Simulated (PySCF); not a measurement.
C₂H₄F₂OSi, SMILES O=C[Si@@H](F)CF.

Coordinates come from a PBE-D3(BJ)/def2-SVP optimisation. The structure was generated by enumeration; whether it is a known compound was not checked. Other conformers were not sampled.

Computed with PBE-D3(BJ)/def2-SVP (PySCF).

Frequencies are harmonic and unscaled.

```csv
mode,ν (cm⁻¹),IR (km/mol),moving atoms (share of kinetic energy)
1,59,5.5,"F 36 %, O 31 %, H 14 %, C 12 %, Si 8 %"
2,82,11.6,"F 28 %, C 23 %, H 23 %, O 20 %"
3,115,5.2,"C 25 %, F 23 %, O 23 %, H 20 %, Si 9 %"
4,147,7.8,"F 57 %, C 15 %, H 12 %, Si 9 %"
5,231,9.6,"Si 30 %, H 28 %, F 27 %, C 14 %"
6,285,7.0,"F 37 %, C 23 %, O 17 %, Si 12 %, H 10 %"
7,344,8.7,"O 30 %, Si 20 %, C 19 %, F 19 %, H 12 %"
8,594,32.5,"H 43 %, C 39 %, Si 13 %"
9,650,32.0,"H 63 %, C 30 %"
10,706,9.5,"C 43 %, Si 37 %, H 18 %"
11,746,45.7,"H 68 %, C 16 %, Si 12 %"
12,807,2.6,"H 60 %, F 25 %, C 11 %"
13,865,55.9,"H 57 %, C 34 %"
14,898,158.0,"Si 43 %, F 30 %, H 22 %"
15,1050,76.8,"C 50 %, F 41 %"
16,1200,2.5,H 91 %
17,1257,4.1,"H 74 %, C 24 %"
18,1328,15.7,"H 81 %, C 12 %"
19,1397,4.2,H 93 %
20,1717,79.7,"C 57 %, O 42 %"
21,2194,80.4,H 97 %
22,2735,161.4,H 92 %
23,2941,9.3,H 95 %
24,3000,10.8,"H 90 %, C 10 %"
```
